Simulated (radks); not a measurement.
The numbers below are computed, except where a source is named.
The cadmium ion Cd3+, 45 electrons, occupied as [Ar] 3d10 4s1 4p6 4d9 5p1 (not the ground configuration).

Code: a radial shooting solver on a logarithmic mesh with Libxc functionals. Model: Dirac Kohn-Sham, PBEsol, spin-unpolarised, spherical densities, finite nucleus; open shells are shared between the two j in proportion to 2j + 1; Fermi nuclear charge, rms radius 4.6087 fm.

Energy parts (hartree):
| part | energy |
|---|---|
| total | -5586.51471 |
| kinetic | 5857.11224 |
| electron-nucleus | -13483.23092 |
| Hartree | 2189.96576 |
| exchange-correlation | -150.36179 |

Orbitals (lengths in bohr, moments of r in powers of bohr; <r^-3> diverges for s and p1/2):
orbital      occ.  eigenvalue (hartree)  <r^-3>      <r>  small-component weight
1s1/2           2             -975.4232       -  0.03041                3.10e-02
2s1/2           2             -146.2747       -   0.1313                6.50e-03
2p1/2           2             -136.3235       -   0.1112                6.52e-03
2p3/2           4             -129.2554    3749   0.1164                6.25e-03
3s1/2           2             -28.66973       -   0.3582                1.85e-03
3p1/2           2             -24.67997       -   0.3495                1.79e-03
3p3/2           4             -23.41677   681.8   0.3604                1.72e-03
3d3/2           4             -16.34776   105.6   0.3325                1.60e-03
3d5/2           6             -16.09089   99.16   0.3360                1.58e-03
4s1/2           1              -5.51948       -   0.8685                4.92e-04
4p1/2           2              -4.22078       -   0.9207                4.37e-04
4p3/2           4              -3.99627   121.3   0.9490                4.15e-04
4d3/2         3.6              -1.96644   13.07    1.143                2.88e-04
4d5/2         5.4              -1.93537   12.17    1.155                2.83e-04
5p1/2    0.333333              -0.99851       -    2.504                7.27e-05
5p3/2    0.666667              -0.96957   15.74    2.570                6.96e-05

The highest occupied level is 5p3/2 at -26.383 eV. The electron density at the nucleus is 1.59e+05 e/bohr^3. Summed over all electrons, <r^2> = 30.84 bohr^2, which gives a Langevin (diamagnetic) susceptibility term of -24.4 x 10^-6 cm^3/mol. The density falls to 0.001 e/bohr^3 at r = 3.68 bohr.
